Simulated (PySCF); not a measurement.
PySCF job for Br₄Zr, SMILES [Br][Zr+]([Br])([Br])[Br] (connectivity only; charge and spin as stated), charge +1, multiplicity 2, TDA-PBE0/def2-SVPD. The structure is a stationary point at PBE0-D3(BJ)/def2-SVP. The geometry has at least one imaginary mode, so it is a saddle point at that level. The spin state was assumed, not searched. The def2 effective core potentials stand for the cores of Zr; spin–orbit coupling is left out.

```python
import numpy as np
from pyscf import gto, scf, dft, tdscf

mol = gto.M(
    atom='''
    Zr   -0.00000000   -0.00000000   -0.00000000
    Br   -1.47072140    1.47072144   -1.33769809
    Br   -1.47072145   -1.47072144    1.33769805
    Br    1.47072140    1.47072142    1.33769811
    Br    1.47072145   -1.47072141   -1.33769807
    ''',
    basis='def2-SVPD',
    ecp={'Zr': 'def2-svp'},
    charge=1,
    spin=1,
    max_memory=1600,
    verbose=4,
)
mf = dft.UKS(mol, xc='pbe0').density_fit(auxbasis='def2-universal-jkfit')
mf.grids.level = 3
mf.conv_tol = 1e-9
mf.max_cycle = 100
mf.kernel()
fine, coarse = mf.grids, dft.Grids(mol).set(level=1).build(with_non0tab=True)
for _ in range(3):  # follow internal instabilities
    mf.grids = coarse
    mo, _, stable, _ = mf.stability(return_status=True, nroots=4)
    mf.grids = fine
    if stable:
        break
    mf.kernel(mf.make_rdm1(mo, mf.mo_occ))
mf.grids = dft.Grids(mol).set(level=1).build(with_non0tab=True)  # coarser grid for the response kernel
td = tdscf.TDA(mf)
td.nstates = 10
td.conv_tol = 1e-4
td.positive_eig_threshold = 1e-6
td.kernel(x0=td.get_init_guess(mf, 15))
td.analyze(verbose=3)
```

Output:

```
PySCF version 2.14.0

[INPUT] verbose = 4
[INPUT] num. atoms = 5
[INPUT] num. electrons = 151
[INPUT] charge = 1
[INPUT] spin (= nelec alpha-beta = 2S) = 1
[INPUT] symmetry False subgroup None
[INPUT] Mole.unit = angstrom
[INPUT] Symbol           X                Y                Z      unit          X                Y                Z       unit  Magmom
[INPUT]  1 Zr     0.000000000000   0.000000000000   0.000000000000 AA    0.000000000000   0.000000000000   0.000000000000 Bohr   0.0
[INPUT]  2 Br    -1.470721400000   1.470721440000  -1.337698090000 AA   -2.779260651537   2.779260727126  -2.527883027454 Bohr   0.0
[INPUT]  3 Br    -1.470721450000  -1.470721440000   1.337698050000 AA   -2.779260746023  -2.779260727126   2.527882951865 Bohr   0.0
[INPUT]  4 Br     1.470721400000   1.470721420000   1.337698110000 AA    2.779260651537   2.779260689331   2.527883065248 Bohr   0.0
[INPUT]  5 Br     1.470721450000  -1.470721410000  -1.337698070000 AA    2.779260746023  -2.779260670434  -2.527882989659 Bohr   0.0

nuclear repulsion = 1323.29375708627
number of shells = 72
number of NR pGTOs = 392
number of NR cGTOs = 198
basis = def2-SVPD
ecp = {'Zr': 'def2-svp'}


[settings echo left out]
init E= -10331.5080551656
  alpha nocc = 76  HOMO = -0.485540892730372  LUMO = -0.409433427405118
  beta  nocc = 75  HOMO = -0.487351406139348  LUMO = -0.485540892730376

WARN: HOMO -0.485540892730372 >= LUMO -0.485540892730376

cycle= 1 E= -10339.7146110856  delta_E= -8.21  |g|= 1.72  |ddm|= 3.61
  alpha nocc = 76  HOMO = -0.407467631942859  LUMO = -0.10646966757793

WARN: beta  nocc = 75  HOMO -0.403082214671846 >= LUMO -0.403082213996543


WARN: HOMO -0.403082214671846 >= LUMO -0.403082213996543

cycle= 2 E= -10338.0648046916  delta_E= 1.65  |g|= 2.18  |ddm|= 3.92
  alpha nocc = 76  HOMO = -0.494341809708214  LUMO = -0.26808094680482
  beta  nocc = 75  HOMO = -0.491032386123947  LUMO = -0.473036114569262
  HOMO = -0.491032386124  LUMO = -0.473036114569  gap/eV = 0.48970
cycle= 3 E= -10341.1055119359  delta_E= -3.04  |g|= 0.277  |ddm|= 2.72
  alpha nocc = 76  HOMO = -0.460425024903651  LUMO = -0.294327444622107
  beta  nocc = 75  HOMO = -0.456782638245229  LUMO = -0.44371170824656
  HOMO = -0.456782638245  LUMO = -0.443711708247  gap/eV = 0.35568
cycle= 4 E= -10341.068499149  delta_E= 0.037  |g|= 0.36  |ddm|= 0.98
  alpha nocc = 76  HOMO = -0.502857486236045  LUMO = -0.287797531127737
  beta  nocc = 75  HOMO = -0.489258503323068  LUMO = -0.451602948391781
  HOMO = -0.489258503323  LUMO = -0.451602948392  gap/eV = 1.02466
cycle= 5 E= -10341.1570105342  delta_E= -0.0885  |g|= 0.0648  |ddm|= 0.63
  alpha nocc = 76  HOMO = -0.508519873509032  LUMO = -0.285475399903846
  beta  nocc = 75  HOMO = -0.494600610775403  LUMO = -0.453436289896366
  HOMO = -0.494600610775  LUMO = -0.453436289896  gap/eV = 1.12014
cycle= 6 E= -10341.1597784339  delta_E= -0.00277  |g|= 0.0112  |ddm|= 0.113
  alpha nocc = 76  HOMO = -0.508164776107073  LUMO = -0.284143584858905
  beta  nocc = 75  HOMO = -0.493072446118678  LUMO = -0.45019877912825
  HOMO = -0.493072446119  LUMO = -0.450198779128  gap/eV = 1.16665
cycle= 7 E= -10341.1598900145  delta_E= -0.000112  |g|= 0.00565  |ddm|= 0.0232
  alpha nocc = 76  HOMO = -0.508898948272305  LUMO = -0.284861907875438
  beta  nocc = 75  HOMO = -0.493336663807041  LUMO = -0.450023110554035
  HOMO = -0.493336663807  LUMO = -0.450023110554  gap/eV = 1.17862
cycle= 8 E= -10341.1599183399  delta_E= -2.83e-05  |g|= 0.00219  |ddm|= 0.0112
  alpha nocc = 76  HOMO = -0.5094110456318  LUMO = -0.284986558719058
  beta  nocc = 75  HOMO = -0.493466552980735  LUMO = -0.450041751696418
  HOMO = -0.493466552981  LUMO = -0.450041751696  gap/eV = 1.18165
cycle= 9 E= -10341.1599269698  delta_E= -8.63e-06  |g|= 0.000682  |ddm|= 0.00921
  alpha nocc = 76  HOMO = -0.509436767012938  LUMO = -0.28492151862838
  beta  nocc = 75  HOMO = -0.493439191046257  LUMO = -0.449964722251003
  HOMO = -0.493439191046  LUMO = -0.449964722251  gap/eV = 1.18300
cycle= 10 E= -10341.1599275785  delta_E= -6.09e-07  |g|= 0.000423  |ddm|= 0.00227
  alpha nocc = 76  HOMO = -0.509501705703281  LUMO = -0.284946020918173
  beta  nocc = 75  HOMO = -0.493462226111736  LUMO = -0.449966670149742
  HOMO = -0.493462226112  LUMO = -0.44996667015  gap/eV = 1.18357
cycle= 11 E= -10341.1599277709  delta_E= -1.92e-07  |g|= 0.000148  |ddm|= 0.00119
  alpha nocc = 76  HOMO = -0.509531162293124  LUMO = -0.284949905390463
  beta  nocc = 75  HOMO = -0.493480021293152  LUMO = -0.449974376466372
  HOMO = -0.493480021293  LUMO = -0.449974376466  gap/eV = 1.18385
cycle= 12 E= -10341.159927795  delta_E= -2.41e-08  |g|= 0.000113  |ddm|= 0.000605
  alpha nocc = 76  HOMO = -0.509535522244858  LUMO = -0.284949980960227
  beta  nocc = 75  HOMO = -0.493483092655476  LUMO = -0.449975998025216
  HOMO = -0.493483092655  LUMO = -0.449975998025  gap/eV = 1.18389
cycle= 13 E= -10341.1599278051  delta_E= -1.02e-08  |g|= 3.86e-05  |ddm|= 0.000274
  alpha nocc = 76  HOMO = -0.509536557088192  LUMO = -0.284950337834266
  beta  nocc = 75  HOMO = -0.493484726341058  LUMO = -0.449976026119266
  HOMO = -0.493484726341  LUMO = -0.449976026119  gap/eV = 1.18393
cycle= 14 E= -10341.1599278068  delta_E= -1.64e-09  |g|= 1.05e-05  |ddm|= 0.000113
  alpha nocc = 76  HOMO = -0.509537207540149  LUMO = -0.284948808419465
  beta  nocc = 75  HOMO = -0.493484897209122  LUMO = -0.449975501871499
  HOMO = -0.493484897209  LUMO = -0.449975501871  gap/eV = 1.18395
cycle= 15 E= -10341.1599278069  delta_E= -1.47e-10  |g|= 4.17e-06  |ddm|= 5.5e-05
  alpha nocc = 76  HOMO = -0.509537476549228  LUMO = -0.284949402845032
  beta  nocc = 75  HOMO = -0.493485416249549  LUMO = -0.449976080745564
  HOMO = -0.49348541625  LUMO = -0.449976080746  gap/eV = 1.18395
Extra cycle  E= -10341.1599278069  delta_E= 1.64e-11  |g|= 7.63e-06  |ddm|= 1.94e-05
converged SCF energy = -10341.1599278069  <S^2> = 0.7626768  2S+1 = 2.0126369
tot grids = 37536
uhf_internal: lowest eigs of H = [0.01116866 0.01118274 0.04723332 0.07175263]
<class 'pyscf.df.df_jk.DFUKS'> wavefunction is stable in the internal stability analysis
tot grids = 37536
Overwritten attributes  positive_eig_threshold  of <class 'pyscf.tdscf.uks.TDA'>


******** <class 'pyscf.tdscf.uks.TDA'> for <class 'pyscf.df.df_jk.DFUKS'> ********
nstates = 10
deg_eia_thresh = 1.000e-03
wfnsym = None
conv_tol = 0.0001
eigh lindep = 1e-12
eigh level_shift = 0
eigh max_cycle = 100


Excitation energies (eV)
[0.17698475 0.17703233 0.65760739 1.05703097 1.07885109 1.07886342
 1.62028108 1.65458865 1.65462951 1.72855253]

** Excitation energies and oscillator strengths **
Excited State   1:      0.17698 eV   7005.36 nm  f=0.0011
Excited State   2:      0.17703 eV   7003.48 nm  f=0.0011
Excited State   3:      0.65761 eV   1885.38 nm  f=0.0000
Excited State   4:      1.05703 eV   1172.95 nm  f=0.0000
Excited State   5:      1.07885 eV   1149.22 nm  f=0.0467
Excited State   6:      1.07886 eV   1149.21 nm  f=0.0467
Excited State   7:      1.62028 eV    765.20 nm  f=0.0628
Excited State   8:      1.65459 eV    749.34 nm  f=0.0058
Excited State   9:      1.65463 eV    749.32 nm  f=0.0058
Excited State  10:      1.72855 eV    717.27 nm  f=0.0000
```

The calculation finished and met its thresholds.

Cost: very roughly 17 core-minutes.
